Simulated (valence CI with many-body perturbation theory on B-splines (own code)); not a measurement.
**Which ion has this spectrum?**

A relativistic CI+MBPT calculation for an atom or ion with 31 electrons gives these levels (cm⁻¹):

```tsv
J	Parity	E	g
1/2	odd	0	0.66
3/2	odd	427770	1.33
1/2	even	620658	2.28
3/2	even	965764	1.67
5/2	even	1020562	1.38
3/2	even	1101003	0.95
1/2	even	1124446	1.20
5/2	even	1412896	1.40
3/2	even	1481931	0.91
1/2	even	1552721	1.85
3/2	even	1590051	1.12
5/2	even	1603376	1.21
3/2	odd	1732181	1.33
3/2	odd	1982369	0.51
```

The energies are calculated, and their last digits are not significant.

(1) Which is it?
A. Er37+
B. Gd33+
C. Dy35+
D. Tm38+

Answers

(1) C. Dy35+, ground level (4s^2 4p1/2) J=1/2.
